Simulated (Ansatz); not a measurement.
C3H6, SMILES C1CC1.

Coordinates come from a PBE0-D3(BJ)/def2-TZVP optimisation.

Two levels are set side by side: PBE/def2-SVPD (Ansatz, a quantum-chemistry and plane-wave program) and ωB97X-V/def2-SVPD (Ansatz). Energy differences of separate SCF runs at the same geometry; the states with an electron removed or added have multiplicity 2 and 2. Differences are taken from unrounded values.

```tsv
quantity	ωB97X-V
vertical ionisation energy (eV)	10.95
vertical singlet–triplet gap (eV)	8.53
```

Question: What does PBE give, and how far is it from ωB97X-V? (An estimate is asked for; the answer gives what the named calculation found.)

Answer: 
```json
[
 {"quantity": "vertical ionisation energy (eV)", "PBE": "10.82", "PBE minus ωB97X-V": "-0.13"},
 {"quantity": "vertical singlet–triplet gap (eV)", "PBE": "7.80", "PBE minus ωB97X-V": "-0.73"}
]
```
